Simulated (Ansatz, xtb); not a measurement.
Pulling on the Sn1–H2 bond in H2OSn (SMILES [OH][SnH]) (multiplicity 1 held, fragments rigid). Energies count from the point at 1.803 Å.
Geometry at that point (charge 0, multiplicity 1):
```xyz
4

Sn    -0.18386    -0.15026     0.19526
H     -1.45521     0.01474    -1.07213
O      1.21528     0.79939    -0.86933
H      0.92596     1.10307    -1.73634
```

Restricted levels (R-, RO-) in cc, def2 and unpolarised 6-31G sets keep to the state of the molecule at rest. U- levels take the lowest unrestricted solution at each point, which mixes spins at long bonds. Active spaces are followed from a long bond inwards. Curves can end on different states.

Frozen-core correlation. Filled d and f shells under p-block atoms count as core.

Codes used: Ansatz (Gaussian basis) for Hartree–Fock, density functionals and correlated methods; xtb for the GFN methods. Values without a source in brackets are computed. In def2 rows elements past Kr take small-core potentials, without spin–orbit coupling. The GFN methods have no spin term and hold the electronic entropy of 300 K.

Energies in kcal/mol.

| R (Å) | GFN2-xTB | U-MP2/def2-SVP | R-CCSD(T)/def2-SVP | U-CCSD(T)/def2-SVP | FIC-MRCISD+Q on CASSCF(2,2)/def2-SVP |
|---|---|---|---|---|---|
| 1.442 | 26.4 | 25.7 | 26.3 | 26.3 | 26.1 |
| 1.622 | 6.0 | 4.7 | 5.0 | 5.0 | 5.0 |
| 1.803 | 0.0 | 0.0 | 0.0 | 0.0 | 0.0 |
| 1.983 | ? | 3.5 | 3.0 | 3.0 | 3.0 |
| 2.163 | 2.5 | 11.0 | 9.7 | 9.7 | 9.7 |
| 2.434 | 9.8 | 27.5 | 21.9 | 22.0 | 21.8 |
| 2.704 | 18.3 | 42.9 | 33.5 | 34.1 | 33.4 |
| 3.155 | 32.7 | 53.5 | 48.1 | 50.1 | 48.1 |
| 3.605 | 48.2 | 56.9 | 55.4 | 58.6 | 56.4 |
| 4.146 | 67.5 | 58.2 | 56.1 | 61.4 | 60.5 |
| 4.867 | 86.5 | 58.6 | 52.1 | 62.0 | 62.0 |
| 5.769 | ? | 58.7 | 48.7 | 62.1 | 62.3 |

**Question.** Fill in the missing entries.

**Answer.** 
- 5.769, GFN2-xTB: 91.1
- 1.983, GFN2-xTB: -0.1

Doubts at one or more of the structures used: a spin-contaminated determinant (U-MP2/def2-SVP, U-CCSD(T)/def2-SVP); a restricted determinant that unrestricted orbitals would lower (R-CCSD(T)/def2-SVP); other coupled-cluster roots lie near (R-CCSD(T)/def2-SVP); T1 above 0.05 (R-CCSD(T)/def2-SVP, U-CCSD(T)/def2-SVP).

Ansatz is an electronic-structure program.
